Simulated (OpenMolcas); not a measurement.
An OpenMolcas run meant for N (ANO-RCC-VTZP, DKH3; inactive shells 1s; intended active space 5 electrons in 9 orbitals (RAS2 2s 2p; RAS3 3d, at most 2 electrons)). One step of its input:

```
&CASPT2
Multistate=1 1
Frozen=0 0
IPEA=0.25
Imaginary=0.1
MaxIter=60
WThr=0.0 0.3 0.05
PrWF=0.5
NoMix
Deleted=6 7
```

The run finished. Its levels beside those of a sound run (SS-RASPT2, IPEA 0.25 Eh, imaginary shift 0.1 Eh (closed shells correlated: 1s)), in cm⁻¹ above each run's lowest level:

| Level | This run | Usual run |
| --- | --- | --- |
| 2s² 2p³ ⁴S°_3/2 | 0.0 | 0.0 |
| 2s² 2p³ ²D°_3/2 | 21361 | 19884 |
| 2s² 2p³ ²D°_5/2 | 21362 | 19885 |
| 2s² 2p³ ²P°_3/2 | 31075 | 29823 |
| 2s² 2p³ ²P°_1/2 | 31078 | 29825 |
| 2s 2p⁴ ⁴P_5/2 | 87943 | 88344 |
| 2s 2p⁴ ⁴P_3/2 | 88003 | 88404 |
| 2s 2p⁴ ⁴P_1/2 | 88039 | 88439 |

Q: Which setting is unsound, and how much does it matter here?

A: Nearly half of the orbitals are deleted from the virtual space, which removes much of the correlation energy. Against the sound run the excited levels shown move by 950 cm-1 on average and by 1500 cm-1 at most.

Active for correlation alone: 3d; no level in the range computed is led by a configuration that fills it, so any true level of that kind is missing. Only configurations of the active space appear.

° marks odd parity.
